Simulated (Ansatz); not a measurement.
Abridged output of a molecular run in Ansatz:

```
Functional definition: HF
2117 factors; integrals over basis functions are off by at most 1.1e-3 eV
mean field evaluation 1: about -10008.1291 eV, gradient 5.6e1 eV
mean field evaluation 2: about -10008.5243 eV, gradient 5.6e1 eV
mean field evaluation 4: about -10015.5104 eV, gradient 5.1e0 eV
mean field evaluation 8: about -10015.6151 eV, gradient 4.0e-1 eV
mean field -10015.61594293 eV, -368.0670970745 hartree, gradient 4.7e-6 eV, S^2 0.000000; 0 other end points of the search recorded, 0 dependent functions left out; unrestricted orbitals would lower it
8 core orbitals not correlated: weight in the atoms' cores, before any rotation towards them, 1.000 or more for the frozen orbitals, at most 0.000 for the correlated occupied ones
reference -10015.61594293 eV, -368.0670970745 hartree; 21, 21 occupied and 317, 317 virtual orbitals, 2117 factors
second order -37.14365568 eV of doubles, -0.00000000 eV of singles
cycle   1  -36.98627951 eV  change    1.6e-1 eV  update   1.3e-1
cycle   2  -37.85911065 eV  change   -8.7e-1 eV  update   3.9e-2
cycle   3  -38.05383653 eV  change   -1.9e-1 eV  update   1.9e-2
cycle   4  -38.03514954 eV  change    1.9e-2 eV  update   5.1e-3
cycle   5  -38.03427996 eV  change    8.7e-4 eV  update   2.5e-3
cycle   6  -38.03609743 eV  change   -1.8e-3 eV  update   7.4e-4
cycle   7  -38.03571144 eV  change    3.9e-4 eV  update   3.8e-4
cycle   8  -38.03551436 eV  change    2.0e-4 eV  update   1.5e-4
cycle   9  -38.03558403 eV  change   -7.0e-5 eV  update   6.1e-5
cycle  10  -38.03559137 eV  change   -7.3e-6 eV  update   2.4e-5
perturbative correction -1.73444130 eV, -0.0637395420 hartree
Total energy: -10055.38597560 eV, -369.5286188179 hartree
```

Its atoms:

Cartesian coordinates in Å:
```
O 1.462 2.082 -1.251
B 0.301 1.358 -1.238
O -0.647 1.659 -2.169
C 0.003 0.215 -0.223
C 0.814 -0.241 0.756
C 0.153 -1.347 1.504
C -1.166 -1.473 0.820
C -1.236 -0.570 -0.169
H 2.081 1.820 -0.568
H -0.367 2.376 -2.746
H 1.809 0.116 0.996
H 0.738 -2.275 1.460
H 0.050 -1.112 2.572
H -1.926 -2.189 1.099
H -2.069 -0.419 -0.843
```

(1) Which basis set was used?
A. def2-SVP
B. def2-TZVPPD
C. def2-SVPD
D. def2-TZVPP

(2) Write the keys of the input that set method, charge and spin (a neutral closed shell needs none for the last two).

## Answers

(1) D. It gives 346 functions.

(2) 
```yaml
correlation: {method: ccsd_t}
```
